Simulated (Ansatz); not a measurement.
The same ligand exchange along the group F, Cl, Br.

Calculated with Ansatz (gas phase, PBE0-D4/def2-TZVP geometries, no zero-point term in ΔE). CCSD(T)/CBS adds triple-zeta CCSD(T) − MP2 to the extrapolated MP2 energy (def2 sets, frozen cores). Small cases extrapolate CCSD(T) itself. Functionals use def2-TZVPP. For Br outer-core shells are correlated without core-valence functions, which leaves a few kJ/mol of doubt a bond. Scalar relativity is left out up to krypton. Each species was taken in one conformer, which may not be the lowest.

```
                         reaction  PBE0-D4 (kJ/mol)  ωB97X-V (kJ/mol)
  `C[Si]F` + NH₃ → `N[Si]F` + CH₄              -131              -133
`C[Si]Cl` + NH₃ → `N[Si]Cl` + CH₄              -126              -130
`C[Si]Br` + NH₃ → `N[Si]Br` + CH₄              -125              -129
```

(1) Give the CCSD(T)/CBS values in the same order. (An estimate is asked.)

Largest T1 diagnostic: 0.014, for `N[Si]F`.

Extrapolated directly: `C[Si]F` + NH₃ → `N[Si]F` + CH₄.

Results:

(1) Ansatz gave: -132, -127, -125 kJ/mol.
